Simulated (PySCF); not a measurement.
tetrasilane (H10Si4), singlet, geometry from GFN2-xTB. Base run: PySCF with DF-SVWN5/6-31G*.

Here is a job for PySCF.
```python
from pyscf import gto, scf, dft

mol = gto.M(
    atom='''
Si    2.125832   -0.979920    0.952138
Si    1.089819    0.983751    0.304269
Si   -0.750450    0.703644   -1.090761
Si   -2.444427   -0.604187   -0.213788
H     3.284636   -0.803592    1.829553
H     1.193102   -1.852029    1.671989
H     2.600018   -1.744884   -0.204505
H     2.078802    1.892367   -0.299304
H     0.657360    1.723128    1.503663
H    -0.288131    0.112737   -2.359357
H    -1.295249    2.003580   -1.516592
H    -2.960346   -0.046722    1.039570
H    -3.603095   -0.779838   -1.091518
H    -1.957921   -1.950769    0.100489
''',
    basis='6-31g*',
    charge=0,
    spin=0,
    verbose=4,
)

mf = dft.RKS(mol)
mf.xc = 'lda,vwn'
mf = mf.density_fit(auxbasis='def2-universal-jkfit')
mf.kernel()
```

Variants of this job, named by their change:

| change | basis functions | E (Eh) | HOMO (eV) | HOMO-LUMO gap (eV) | dipole (D) |
|---|---|---|---|---|---|
| base | 92 | -1159.14577 | -7.12 | 5.95 | 0.16 |
| basis = STO-3G | 46 | -1145.73449 | -4.67 | 8.79 | 0.23 |
| basis = pcseg-0 | 72 | -1157.84918 | -7.75 | 6.63 | 0.11 |
| basis = 3-21G | 72 | -1153.06880 | -7.37 | 6.44 | 0.08 |
| basis = 6-31G | 72 | -1159.06123 | -7.25 | 6.39 | 0.12 |
| basis = 6-31+G* | (withheld) | (withheld) | (withheld) | (withheld) | 0.17 |
| basis = def2-SVP | 122 | (withheld) | -7.24 | (withheld) | (withheld) |
| basis = cc-pVDZ | 122 | -1159.21034 | -7.16 | 5.94 | 0.16 |
| basis = cc-pV(D+d)Z | (withheld) | (withheld) | (withheld) | (withheld) | 0.16 |
| basis = def2-SVPD | 176 | -1158.86882 | -7.24 | 5.82 | 0.16 |
| basis = 6-311++G** | 190 | -1159.27912 | -7.27 | 5.84 | 0.17 |
| basis = aug-pcseg-1 | 198 | -1159.21060 | -7.25 | 5.87 | 0.17 |
| basis = aug-cc-pVDZ | 198 | (withheld) | (withheld) | 5.82 | 0.16 |

Problem. Some entries are withheld; supply them.

Solution. 
- basis = 6-31+G*, basis functions: 108
- basis = 6-31+G*, E (Eh): -1159.15103
- basis = 6-31+G*, HOMO (eV): -7.22
- basis = 6-31+G*, HOMO-LUMO gap (eV): 5.90
- basis = def2-SVP, E (Eh): -1158.85961
- basis = def2-SVP, HOMO-LUMO gap (eV): 5.97
- basis = def2-SVP, dipole (D): 0.15
- basis = cc-pV(D+d)Z, basis functions: 142
- basis = cc-pV(D+d)Z, E (Eh): -1159.22847
- basis = cc-pV(D+d)Z, HOMO (eV): -7.17
- basis = cc-pV(D+d)Z, HOMO-LUMO gap (eV): 5.81
- basis = aug-cc-pVDZ, E (Eh): -1159.21735
- basis = aug-cc-pVDZ, HOMO (eV): -7.23

Totals compare only among sets that treat the same electrons; sets with core potentials leave the core out.
